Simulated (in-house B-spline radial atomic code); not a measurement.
# The cerium ion Ce⁵⁺: [Kr] 4d10 5s2 5p5

Level of theory: Dirac-Hartree-Fock, average of configuration, Fermi nucleus of rms radius 4.8771 fm; calculated with a B-spline radial code for spherical atoms.

Z_r = [3n² - l(l+1)]/(2<r>); Z_e = n√(-2ε); the last column is Slater's effective charge. Values are occupation-weighted means over j. An effective charge above Z reflects the relativistic contraction of the inner shells.

| shell | electrons | ε (eV) | <r> (bohr) | Z_r | Z_e | Slater |
| --- | --- | --- | --- | --- | --- | --- |
| 1s | 2 | -40739 | 0.02457 | 61.05 | 54.72 | 57.70 |
| 2s | 2 | -6682.5 | 0.1046 | 57.34 | 44.32 | 53.85 |
| 2p | 6 | -5997.1 | 0.09216 | 54.26 | 41.99 | 53.85 |
| 3s | 2 | -1534.5 | 0.2771 | 48.72 | 31.86 | 46.75 |
| 3p | 6 | -1309.8 | 0.2752 | 45.42 | 29.44 | 46.75 |
| 3d | 10 | -984.26 | 0.2529 | 41.53 | 25.52 | 36.85 |
| 4s | 2 | -378.47 | 0.6342 | 37.84 | 21.10 | 30.25 |
| 4p | 6 | -301.54 | 0.6705 | 34.30 | 18.83 | 30.25 |
| 4d | 10 | -185.86 | 0.7361 | 28.53 | 14.78 | 18.85 |
| 5s | 2 | -102.4 | 1.453 | 25.81 | 13.72 | 12.60 |
| 5p | 5 | -79.579 | 1.611 | 22.66 | 12.09 | 12.60 |

The least bound orbital is 5p3/2 at -78.39 eV, and it is also the most diffuse (<r> = 1.629 bohr).

Spin-orbit splittings of the orbital energies (j = l + 1/2 above j = l - 1/2 when positive): 2p 448 eV, 3p 90.12 eV, 3d 19.06 eV, 4p 19.72 eV, 4d 3.519 eV, 5p 3.557 eV.

For the 1s electron the small component carries 4.61 % of the norm, the zero-frequency Breit interaction raises the level by 109.6 eV, self-energy by 63.98 eV, and vacuum polarisation lowers it by 9.53 eV.

The density falls to 0.001 bohr⁻³ at 3.186 bohr; Σ<r²> = 30.983 bohr² gives, by the non-relativistic formula and without the paramagnetism of open shells, a Langevin diamagnetic susceptibility of -24.54×10⁻⁶ cm³/mol.
